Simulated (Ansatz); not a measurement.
Stepwise reaction of `F[SiH2]S[SiH](F)F` with hydrogen, as a gas-phase model of exchange steps in deposition or etching. ΔE in kJ/mol.

Gas-phase electronic energies from Ansatz, PBE0-D4/def2-TZVP geometries. CCSD(T)/CBS adds triple-zeta CCSD(T) − MP2 to the extrapolated MP2 energy (def2 sets, frozen cores). This one scheme is used for every species. DFT in def2-TZVPP. B3LYP here is the variant with VWN-RPA as its local correlation; programs differ in this. One conformer a species, not always the lowest.

| step | reaction | PBE-D4 | B3LYP-D4 | ωB97M-V | CCSD(T)/CBS |
| --- | --- | --- | --- | --- | --- |
| 1 | `F[SiH2]S[SiH](F)F` + H₂ → `F[SiH](F)S[SiH3]` + H–F | 110.4 | 118.5 | 118.3 | 114.4 |
| 2 | `F[SiH](F)S[SiH3]` + H₂ → `F[SiH2]S[SiH3]` + H–F | 124.8 | 133.3 | 134.2 | 129.7 |

**Question.** By hand: ΔE of the 2 steps together at CCSD(T)/CBS.

**Answer.** (114.4) + (129.7) = 244.1 kJ/mol, or 122.0 kJ/mol a step.

In ΔE each step is higher than the one before. All are uphill at CCSD(T)/CBS. PBE-D4 differs from CCSD(T)/CBS by -4.9 to -4.0 kJ/mol a step. Isolated molecules leave out the surface, adducts and barriers. Largest T1 diagnostic: 0.012.
